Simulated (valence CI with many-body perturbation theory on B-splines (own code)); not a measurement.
The numbers below are computed, except where a source is named.
**Run record, Tl LXIX**

Method: configuration interaction combined with many-body perturbation theory (CI+MBPT): three valence electrons over a frozen Dirac-Fock core [Ne], a basis of 7 s, 7 p, 5 d, 1 f functions for each j, with the one-electron correlation potential Σ1 (screened to all orders), the two-electron term Σ2, the three-electron term Σ3, Breit, model QED; selected single and double excitations, second order for the rest, scaled by the run's own slope (own B-spline code, finite nucleus).

Command, and the settings that its task file holds:

```sh
python run_cv.py task.json out
```

```
atom Tl  Z=81  mass_number=205  rms_radius_fm=5.4759
core [Ne]
valence 3s2 3p1
avg = 1
basis = S
breit = 1
cap = 10000
capref = 1200
cscale = 1
de = 0.0
dress = 0
eps = 2e-08
extrap = 1
h = 0.27
hh = 1
l2 = 3
lcore = 6
maxit = 60
n2 = 5
natural = 1
nlev = 21
nno = [4, 4, 3, 0, 0]
nroot = 26
nsp = [3, 3, 2, 1, 0]
pt2 = 1
qed = 1
rpa = 1
s1 = 1
s2 = 1
s3 = 1
screen = 1
tol = 2e-05
whole = 1
```

It took 8.6 s on 1 thread of Arm Neoverse V1 (shared host).

Log. The first blocks belong to the next ion, which gives the ionisation energy. Fields: 2J, parity (1 odd), roots, reference size, generating configurations, candidates as configurations/state functions, variational space P, stored matrix elements, Davidson steps; e2 is the range of second-order energies in hartree. The first line gives the box (bohr), its intervals, the orbitals and the steps of their self-consistent field. Window is the range of levels sought, series limit the energy at which the first omitted orbital would enter, core excitation an estimate of the first excitation out of the core, left out the lowest levels not solved, and shifts from estimates the range by which levels moved from their first estimate, all in cm⁻¹.

```
rmax 1.2 intervals 53 orbitals 33 references ['3s2 3p', '3s2 3d', '3s 3p2', '3s 3p 3d', '3p3'] scf 2 t 0.6
2J=0 par=0 roots 2 ref 15 generators 2 cand 101/101 P 116/116 nnz 0 it 0
   second order: generators 5 cand 0/0 e2 -0.00000 -0.00000
reference levels 433, estimated 63, window 10793509 1/cm; series limit 45860469, core excitation 81171602
2J=1 par=1 roots 3 ref 37 generators 7 cand 247/359 P 854/1270 nnz 0 it 0
2J=1 par=1 roots 3 ref 37 generators 8 cand 197/289 P 920/1358 nnz 0 it 3
   second order: generators 11 cand 298/441 e2 -0.00000 -0.00000
2J=1 par=0 roots 4 ref 41 generators 7 cand 178/266 P 909/1330 nnz 0 it 3
2J=1 par=0 roots 4 ref 41 generators 9 cand 155/232 P 954/1393 nnz 0 it 4
   second order: generators 9 cand 110/169 e2 -0.00000 -0.00000
2J=3 par=1 roots 6 ref 60 generators 8 cand 185/397 P 1050/2097 nnz 0 it 4
2J=3 par=1 roots 6 ref 60 generators 13 cand 142/309 P 1115/2242 nnz 0 it 4
   second order: generators 15 cand 245/457 e2 -0.00000 -0.00000
2J=3 par=0 roots 6 ref 65 generators 9 cand 193/381 P 1045/2090 nnz 0 it 3
2J=3 par=0 roots 6 ref 65 generators 12 cand 145/294 P 1093/2182 nnz 0 it 4
   second order: generators 14 cand 97/202 e2 -0.00000 -0.00000
2J=5 par=0 roots 5 ref 63 generators 8 cand 169/363 P 999/2037 nnz 0 it 3
2J=5 par=0 roots 5 ref 63 generators 11 cand 131/275 P 1056/2153 nnz 0 it 4
   second order: generators 14 cand 270/605 e2 -0.00000 -0.00000
2J=5 par=1 roots 4 ref 55 generators 5 cand 199/438 P 951/1951 nnz 0 it 4
2J=5 par=1 roots 4 ref 55 generators 9 cand 156/344 P 1020/2112 nnz 0 it 4
   second order: generators 11 cand 87/183 e2 -0.00000 -0.00000
2J=7 par=1 roots 2 ref 36 generators 3 cand 254/523 P 706/1312 nnz 0 it 3
2J=7 par=1 roots 2 ref 36 generators 4 cand 162/323 P 772/1441 nnz 0 it 4
   second order: generators 6 cand 96/194 e2 -0.00000 -0.00000
left out: unestimated 15699000, estimated 12423572, shifts from estimates -0 to 0
operators 0.4
```

The Davidson iterations converged.

The last digits are not significant, and no measured levels were compared; by estimate large intervals hold to a few tenths of a per cent, small ones and those within an open d or f shell to about a per cent.

| Property | Result |
| --- | --- |
| Valence energy | -956.7851 hartree |
| Ionisation energy | 8418.9 eV (NIST: 8420 ± 50 eV (theoretical)) |
| Reference configurations for the orbitals | 3s2 3p, 3s2 3d, 3s 3p2, 3s 3p 3d, 3p3 |
| Radial orbitals | 33 |
| Box radius | 1.222 bohr |
| Largest variational space | 2242 |
| Lowest levels | (3s^2 3p1/2) J=1/2 0.0, (3s 3p1/2^2) J=1/2 194.7, (3s^2 3p3/2) J=3/2 561.7, (3s 3p1/2 3p3/2) J=3/2 [a] 721.3, (3s 3p1/2 3p3/2) J=5/2 742.2, (3s 3p1/2 3p3/2) J=3/2 [b] 764.5, (3s 3p1/2 3p3/2) J=1/2 776.7, (3s^2 3d3/2) J=3/2 825.9, (3s^2 3d5/2) J=5/2 939.3, (3s 3p1/2 3d3/2) J=3/2 [a] 952.3, (3s 3p1/2 3d3/2) J=3/2 [b] 967.0, (3s 3p1/2 3d3/2) J=5/2 978.5, (3s 3p1/2 3d3/2) J=1/2 1008.9, (3s 3p1/2 3d3/2) J=3/2 [c] 1018.4 eV |

Levels are named by their leading jj configuration (3d3/2^4 stands for four electrons in 3d with j = 3/2), which in mixed levels can hold well under half, so a name can repeat and another be missing. Letters in brackets count levels of one name in rising energy.
